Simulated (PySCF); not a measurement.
**Electron correlation in Pt²⁺ (platinum, charge +2)**

[Xe] 4f14 5d7 6p1, one real determinant (an excited configuration). Calculation: PySCF 2.14, in ANO-RCC-VTZP; the spin-free X2C one-electron Hamiltonian (Gaussian nucleus). Frozen: [Kr] 4d10 4f14; 16 electrons correlated.

| level | correlation energy (mhartree) |
| --- | --- |
| CCSD | -396.90 |
| (T) | -9.88 |
| CCSD(T) | -406.78 |

Diagnostics: T1 = 0.011, D1 = 0.0468, largest double amplitude 0.049.

The real determinant used has ⟨L²⟩ near 14 against 20 for a pure G term, so it mixes terms. Spin-orbit coupling, absent here, splits the open shell strongly.

Cost of the coupled-cluster step: of the order of 24 core-seconds, for 16 correlated electrons.

The reference is one real determinant that mixes LS terms of this configuration.
